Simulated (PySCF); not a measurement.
## SnSe: from constants to spectrum

RHF-CCSD(T) constants of SnSe, ¹Σ⁺ (singlet), closed shell (PySCF, scalar-relativistic core potentials, basis sets Sn def2-SVP with ECP28, Se def2-SVP; masses 119.9022 and 79.9165 u):

| Property | Result |
| --- | --- |
| ωe | 320.3 cm⁻¹ |
| ωexe | 0.643 cm⁻¹ |
| Be | 0.0626 cm⁻¹ |
| αe | 0.000164 cm⁻¹ |
| De to Sn + Se | 4.13 eV |

Problem. What force constant and bond length do these constants imply?

Solution. Reduced mass μred = 47.954 u; k = 5.8918×10⁻⁷·μred·ωe² (u, cm⁻¹, mdyn/Å) = 2.90 mdyn/Å; Re = √(16.8576/(μred·Be)) (u, cm⁻¹, Å) = 2.370 Å.

Problem. Estimate the centrifugal constant D from the Kratzer relation and find the Dunham coefficient a1.

Solution. D = 4Be³/ωe² = 9.56e-09 cm⁻¹; a1 = −1 − αeωe/(6Be²) = -3.23.

Correlated steps freeze 13 core orbitals. Correlated levels converge slowly with the basis: in double zeta they bind strong bonds too weakly, by up to about 1 eV, and carry superposition errors of some tenths. These are scalar-relativistic numbers at best; spin–orbit coupling would shift them, the dissociation energy most. Where the molecule has an RHF reference, its open-shell atoms are computed with UHF.
